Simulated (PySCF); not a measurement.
PySCF input (BP86/def2-SVP):

```python
from pyscf import gto, dft

mol = gto.M(
    atom='''
    S    -0.99245769    0.02474353    0.46498964
    S     0.89364365    0.03051785   -0.48028129
    H     1.58102472   -0.88418214    0.24466650
    ''',
    basis='def2-svp',
    charge=-1,
    spin=0,
    verbose=4,
)

mf = dft.RKS(mol, xc='bp86')
mf.grids.level = 3
mf.conv_tol = 1e-9
mf.max_cycle = 100
mf.max_memory = 1500
mf.kernel()
if not mf.converged:
    mf = mf.newton()
    mf.kernel(mf.make_rdm1())
mf.dip_moment()
```

### Question
Predict the final energy.

### Answer
-796.83487 Eh.
